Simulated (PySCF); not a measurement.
Telling isomers of C8H7OP apart by NMR

[PySCF: shieldings: GIAO PBE0/pcSseg-1; geometry: GFN2-xTB; no solvent model; non-relativistic; rapidly exchanging positions averaged; a single conformation]

δ = σ(ref) − σ, references computed at the same level: TMS for $^{1}$H and $^{13}$C. Splittings of carbon signals by F and P are missing where no couplings were computed. Where no couplings were computed, multiplicities follow the n + 1 count of equivalent neighbours, and m marks all less simple cases (inequivalent or close neighbours, rings, F or P nearby). Shifts are as computed. Against solution values, carbons near 30 ppm lie about +3 ppm off and those near 130 ppm about +5 ppm. Of 1211 compounds with measured shifts, 218 miss one by over three times the rms of a fit or turn the order of signals round; such compounds aren't used in these exercises.

(1) Tabulate the signals of `C#Cc1pc(C)oc1C=C`, `Cc1cccc(P=C=O)c1`, `Cc1ccc(P=C=O)cc1`, `O=[P@@H]1C=C1c1ccccc1` and their relative energies.

(2) What is the quickest way to tell Cc1cccc(P=C=O)c1 from Cc1ccc(P=C=O)cc1?

(3) What is the quickest way to tell C#Cc1pc(C)oc1C=C from Cc1ccc(P=C=O)cc1?

(4) What is the quickest way to tell C#Cc1pc(C)oc1C=C from O=[P@@H]1C=C1c1ccccc1?

Results:

(1) 
```tsv
SMILES	carbon types	δC	δH	E rel. (kcal/mol)
C#Cc1pc(C)oc1C=C	4×C 2×CH 1×CH2 1×CH3	206.2, 169.6, 132.0, 130.5, 121.3, 97.3, 81.6, 21.3	7.27 (m, 1H), 6.20 (m, 1H), 5.65 (m, 1H), 3.37 (s, 1H), 2.94 (m, 3H)	52.6
Cc1cccc(P=C=O)c1	3×C 4×CH 1×CH3	226.7, 145.6, 140.6, 136.1, 135.0, 133.6, 129.4, 24.1	7.52 (m, 1H), 7.48 (m, 1H), 7.43 (m, 1H), 7.36 (m, 1H), 2.49 (s, 3H)	0.0
Cc1ccc(P=C=O)cc1	3×C 4×CH 1×CH3	232.1, 143.1, 138.5, 135.7, 123.9, 23.9	7.49 (m, 2H), 7.39 (m, 2H), 2.45 (s, 3H)	0.5
O=[P@@H]1C=C1c1ccccc1	2×C 6×CH	177.8, 154.8, 137.6, 136.6, 134.6, 132.1	9.19 (m, 1H), 8.03 (m, 2H), 7.95 (m, 1H), 7.83 (m, 2H), 7.79 (m, 1H)	24.0
```

Energies are electronic energies at PBE0/pcSseg-1 on these geometries, without zero-point or thermal terms, each for the one conformer computed, which needn't be the lowest.

(2) Count the carbon signals: 8 against 6. The first has a substituted aromatic carbon (C) at 129.4 ppm, the second a substituted aromatic carbon (C) at 123.9 ppm. Their most deshielded carbons lie at 226.7 and 232.1 ppm.

(3) Count the carbon signals: 8 against 6. The first has a terminal =CH2 carbon at 121.3 ppm, the second a central carbon of a heterocumulene (C) at 232.1 ppm. Their most deshielded carbons lie at 206.2 and 232.1 ppm.

(4) Count the carbon signals: 8 against 6. The first has a terminal =CH2 carbon at 121.3 ppm, the second an alkene CH at 154.8 ppm. Their most deshielded carbons lie at 206.2 and 177.8 ppm. In the proton spectra the most deshielded non-exchanging signals are 7.27 (m, 1H) and 9.19 (m, 1H).
